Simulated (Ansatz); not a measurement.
Reaction (redistribution): `F[Si](F)(F)BCl` + `CS[SiH](N)F` → `N[SiH](F)BCl` + `CS[Si](F)(F)F`

Program: Ansatz. Geometries: PBE0-D4/def2-TZVP. ΔE: electronic, gas phase. CCSD(T)/CBS adds triple-zeta CCSD(T) − MP2 to the extrapolated MP2 energy (def2 sets, frozen cores). DFT in def2-TZVPP. Each species was taken in one conformer, which may not be the lowest.

```csv
level,ΔE (eV)
r2SCAN-D4,0.07
r2SCAN,0.07
```

Question: What does CCSD(T)/CBS give? (An estimate is asked.)

Answer: Computed: +0.08 eV. The listed levels differ from it by -0.01, -0.01 eV.

Largest T1 diagnostic among the species: 0.013.
